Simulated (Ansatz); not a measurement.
Born–Oppenheimer molecular dynamics of F5H3Si (9 atoms, charge 0, multiplicity 1). It starts at the highest image of a converged band. Of that band: Neighbouring images differ by up to 1.5 eV, so the band resolves the path poorly. A vibrational analysis at the climbing image gives one clearly imaginary mode, 969i cm⁻¹: a first-order saddle point.

Level of theory: Ansatz 0.2.0, RKS PBE0-D4/def2-SVP.

```
ensemble                      : NVE (velocity Verlet)
time step                     : 0.5 fs
steps asked                   : 200
starting velocities drawn for : 100 K
seed                          : 7700
```

First frame:

```xyz
9
Properties=species:S:1:pos:R:3
Si -0.517 0.731 -0.112
H -0.420 -0.525 0.918
F -0.970 0.263 -1.575
F -1.951 0.886 0.628
F -0.023 2.246 0.079
H 1.384 -0.872 -0.257
F 1.192 0.312 -0.475
H 0.194 -1.223 0.620
F 1.111 -1.818 0.175
```

**Question.** How far do the bonds stretch over the last three quarters of this one trajectory? (Pairs bonded in most of those frames.)

**Answer.** 
| bond | mean (Å) | spread (Å) | shortest | longest |
| --- | --- | --- | --- | --- |
| Si1–F3 | 1.594 | 0.009 | 1.57 | 1.61 |
| Si1–F4 | 1.603 | 0.025 | 1.56 | 1.65 |
| Si1–F5 | 1.598 | 0.012 | 1.58 | 1.62 |
| Si1–F7 | 1.618 | 0.023 | 1.59 | 1.69 |
| H2–H8 | 0.768 | 0.014 | 0.75 | 0.80 |
| H6–F9 | 0.928 | 0.006 | 0.92 | 0.95 |

Mean temperature of the second half: 1428 K. The conserved energy stayed within 0.018 meV per atom of its start (net change 0.0082 meV per atom), so the integration is sound. The system heated up, since it started high on the potential surface and ran downhill. A run of 0.1 ps of so small a system gives no equilibrium averages. The orbitals stay closed-shell, which can raise the energy where a bond breaks towards radicals; this wasn't checked here.

Run time: 6.2 min on 2 threads of Arm Neoverse V2, on a shared host, peak memory 0.22 GiB.
